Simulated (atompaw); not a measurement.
Before and after: PAW (atompaw) potential for sulfur (S)

```
Element                 : sulfur
Generator               : atompaw 4.2.0.5
Type                    : PAW
Functional              : PBEsol
Relativity              : scalar-relativistic
Frozen core             : [Ne]
Valence charge          : 6
Reference configuration : 3s2 3p4
Partial waves           : 3s (bound): rc 1.30 bohr; 3s channel at 0.5 Ry: rc 1.40 bohr; 3p (bound): rc 1.40 bohr; 3p channel at -0.2 Ry: rc 1.40 bohr; 3d channel at 0.35 Ry: rc 1.40 bohr
Local potential         : bessel scheme, radius 1.20 bohr
Core correction         : smooth core density matched at 1.05 bohr
Augmentation charge     : besselshape compensation charge, radius 1.20 bohr; PAW radius 1.40 bohr; waves and projectors: custom polynom2 7 10 vanderbiltortho
```

Change: all radii scaled by about 1.19 (s 1.54, p 1.66, d 1.66 bohr); local potential bessel scheme, radius 1.42 bohr; augmentation besselshape compensation charge, radius 1.42 bohr; PAW radius 1.66 bohr; waves and projectors: custom polynom2 7 10 vanderbiltortho; core correction smooth core density matched at 1.24 bohr.

Cutoffs: the cutoffs (Ry, on a coarse ladder) from which the occupation-weighted sum of valence levels, in a spherical-Bessel basis at the reference potential, stays within 10 and 1 mRy of its value at 400 Ry; they do not see the model core or the augmentation charge, which bear on the density cutoff.

Problem. What does the change do?

Solution. The potential gets softer (18 Ry and 30 Ry → 15 Ry and 21 Ry); neither file shows a bound ghost. A larger radius leaves more room for a smooth pseudo-wave, so fewer plane waves are needed.

| quantity | base | changed |
| --- | --- | --- |
| cutoff, loose | 18 Ry | 15 Ry |
| cutoff, tight | 30 Ry | 21 Ry |
| loose cutoff by channel (10 mRy a level) | s 18 Ry, p 10 Ry | s 10 Ry, p 12 Ry |
| bound ghosts | none | none |
| lowest overlap eigenvalue by channel | s 0.11, p 0.69, d 1.00 | s 0.25, p 0.78, d 1.00 |

 The cutoffs see the waves, projectors and local potential, not the compensation charge or the core.
